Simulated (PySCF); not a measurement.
## `ClC=C=C=CBr`, C4H2BrCl

Cartesian coordinates in Å; atom numbers follow the order of the lines, from 1:
```xyz
8

Cl   -3.006   -0.769    1.011
C    -1.936    0.282    0.163
C    -0.638    0.071    0.066
C     0.615   -0.115   -0.039
C     1.912   -0.313   -0.140
Br    3.052    0.858   -1.064
H    -2.426    1.147   -0.293
H     2.421   -1.171    0.306
```

Method used: TDDFT wB97X-D/def2-SVPD excited states, vertical, gas phase in PySCF 2.14.0. Geometry: PBE0-D3(BJ)/def2-SVP.

The calculation is non-relativistic, which matters for the atoms heavier than Zn.

**Question.** Give the one- and two-photon strengths of the lowest singlets.

**Answer.** δ for parallel linear polarisation; σ at the peak of a Lorentzian of half width 0.1 eV, single beam; Ω is circular over linear.
| state | E (eV) | f | photon λ (nm) | δ (au) | σ (GM) | Ω | main |
| --- | --- | --- | --- | --- | --- | --- | --- |
| S1 | 4.13 | 0.000 | 601 | 0.15 | 0.00 | 1.48 | HOMO→LUMO+1 0.92 |
| S2 | 4.49 | 0.001 | 552 | 0.37 | 0.00 | 1.47 | HOMO−1→LUMO 0.90 |
| S3 | 4.68 | 0.514 | 530 | 18.1 | 0.14 | 0.81 | HOMO→LUMO 0.91 |
| S4 | 5.85 | 0.000 | 424 | <0.1 | 0.00 | – | HOMO−2→LUMO 0.91 |
| S5 | 6.01 | 0.001 | 413 | 1.79 | 0.02 | 1.38 | HOMO→LUMO+2 0.44, HOMO−3→LUMO+1 0.43 |

Among these, the strongest one-photon state is S3, the strongest two-photon state S3, with a dipole change of 0.6 D (relaxed, norm of the difference vector).
